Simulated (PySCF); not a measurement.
H4O4Si, singlet, geometry from GFN2-xTB; DF-TPSS/6-311++G** (PySCF).

Here is a job for PySCF.
```python
from pyscf import gto, scf, dft

mol = gto.M(
    atom='''
O     0.716554    1.189827   -0.842970
Si   -0.000000   -0.000000    0.000000
O    -1.028142    0.716783    1.033867
O    -0.687388   -0.991725   -1.087987
O     0.998976   -0.914885    0.897089
H     1.010098    1.964883   -0.373784
H    -1.399381    0.195350    1.739066
H    -1.158788   -0.605338   -1.819767
H     1.548071   -1.554894    0.454486
''',
    basis='6-311++g**',
    charge=0,
    spin=0,
    verbose=4,
)

mf = dft.RKS(mol)
mf.xc = 'tpss'
mf = mf.density_fit(auxbasis='def2-universal-jkfit')
mf.kernel()
```

The log (banner, timings and long lists left out):

```
PySCF version 2.14.0

[INPUT] verbose = 4
[INPUT] num. atoms = 9
[INPUT] num. electrons = 50
[INPUT] charge = 0
[INPUT] spin (= nelec alpha-beta = 2S) = 0
[INPUT] symmetry False subgroup None
[INPUT] Mole.unit = angstrom
[INPUT] Symbol           X                Y                Z      unit          X                Y                Z       unit  Magmom
[INPUT]  1 O      0.716554000000   1.189827000000  -0.842970000000 AA    1.354090813462   2.248447165613  -1.592982431225 Bohr   0.0
[INPUT]  2 Si     0.000000000000   0.000000000000   0.000000000000 AA    0.000000000000   0.000000000000   0.000000000000 Bohr   0.0
[INPUT]  3 O     -1.028142000000   0.716783000000   1.033867000000 AA   -1.942906797163   1.354523560744   1.953725479226 Bohr   0.0
[INPUT]  4 O     -0.687388000000  -0.991725000000  -1.087987000000 AA   -1.298975061313  -1.874088640884  -2.055997457087 Bohr   0.0
[INPUT]  5 O      0.998976000000  -0.914885000000   0.897089000000 AA    1.887791045014  -1.728882085473   1.695252519360 Bohr   0.0
[INPUT]  6 H      1.010098000000   1.964883000000  -0.373784000000 AA    1.908808578971   3.713090736814  -0.706349389744 Bohr   0.0
[INPUT]  7 H     -1.399381000000   0.195350000000   1.739066000000 AA   -2.644446833920   0.369157998434   3.286358452543 Bohr   0.0
[INPUT]  8 H     -1.158788000000  -0.605338000000  -1.819767000000 AA   -2.189791956432  -1.143923032792  -3.438861240521 Bohr   0.0
[INPUT]  9 H      1.548071000000  -1.554894000000   0.454486000000 AA    2.925430211382  -2.938323812729   0.858854067449 Bohr   0.0

nuclear repulsion = 270.793369494248
number of shells = 74
number of NR pGTOs = 225
number of NR cGTOs = 146
basis = 6-311++g**
ecp = {}

******** <class 'pyscf.df.df_jk.DFRKS'> ********
method = DFRKS
initial guess = minao
damping factor = 0
level_shift factor = 0
DIIS = <class 'pyscf.scf.diis.CDIIS'>
diis_start_cycle = 1
diis_space = 8
diis_damp = 0
SCF conv_tol = 1e-09
SCF conv_tol_grad = None
SCF max_cycles = 50
direct_scf = False
XC library pyscf.dft.libxc version 7.1.2
    S. Lehtola, C. Steigemann, M. J. T. Oliveira, and M. A. L. Marques,  SoftwareX 7, 1–5 (2018)
XC functionals = tpss
    J. Tao, J. P. Perdew, V. N. Staroverov, and G. E. Scuseria,  Phys. Rev. Lett. 91, 146401 (2003)
    J. P. Perdew, J. Tao, V. N. Staroverov, and G. E. Scuseria,  J. Chem. Phys. 120, 6898 (2004)
    J. Tao, J. P. Perdew, V. N. Staroverov, and G. E. Scuseria,  Phys. Rev. Lett. 91, 146401 (2003)
    J. P. Perdew, J. Tao, V. N. Staroverov, and G. E. Scuseria,  J. Chem. Phys. 120, 6898 (2004)
radial grids:
    Treutler-Ahlrichs [JCP 102, 346 (1995); DOI:10.1063/1.469408] (M4) radial grids

becke partition: Becke, JCP 88, 2547 (1988); DOI:10.1063/1.454033
pruning grids: <function nwchem_prune>
grids dens level: 3
symmetrized grids: False
atomic radii adjust function: <function treutler_atomic_radii_adjust>
small_rho_cutoff = 0
Set gradient conv threshold to 3.16228e-05
Initial guess from minao.
tot grids = 114744
init E= -593.737139846691
  HOMO = -0.427482024783757  LUMO = -0.0694428552355453  gap/eV = 9.74274
cycle= 1 E= -592.735634469733  delta_E=    1  |g|= 1.56  |ddm|= 2.84
  HOMO = -0.0883450699249892  LUMO = -0.00515760657351706  gap/eV = 2.26365
cycle= 2 E= -591.700801844242  delta_E= 1.03  |g|= 2.78  |ddm|= 4.16
  HOMO = -0.299184130291953  LUMO = -0.0410751662124209  gap/eV = 7.02350
cycle= 3 E= -593.142594243433  delta_E= -1.44  |g|= 0.11  |ddm|= 3.36
  HOMO = -0.276361773294403  LUMO = -0.0335897176746844  gap/eV = 6.60616
cycle= 4 E= -593.145060860247  delta_E= -0.00247  |g|= 0.0239  |ddm|= 0.13
  HOMO = -0.278156504817246  LUMO = -0.0345183524769646  gap/eV = 6.62973
cycle= 5 E= -593.145133007129  delta_E= -7.21e-05  |g|= 0.00609  |ddm|= 0.0264
  HOMO = -0.278032484954456  LUMO = -0.034518243543971  gap/eV = 6.62636
cycle= 6 E= -593.145139089737  delta_E= -6.08e-06  |g|= 0.00167  |ddm|= 0.00829
  HOMO = -0.278228282808119  LUMO = -0.0345878782842364  gap/eV = 6.62979
cycle= 7 E= -593.145139701515  delta_E= -6.12e-07  |g|= 0.000123  |ddm|= 0.00224
  HOMO = -0.278214227434264  LUMO = -0.0345807204277483  gap/eV = 6.62961
cycle= 8 E= -593.145139705064  delta_E= -3.55e-09  |g|= 3.93e-05  |ddm|= 0.000191
  HOMO = -0.278213132996892  LUMO = -0.0345807732191153  gap/eV = 6.62957
cycle= 9 E= -593.145139705184  delta_E= -1.2e-10  |g|= 2.92e-05  |ddm|= 5.1e-05
  HOMO = -0.27821400157314  LUMO = -0.0345809520988934  gap/eV = 6.62959
Extra cycle  E= -593.145139704696  delta_E= 4.89e-10  |g|= 6.06e-05  |ddm|= 6.8e-05
converged SCF energy = -593.145139704696
```
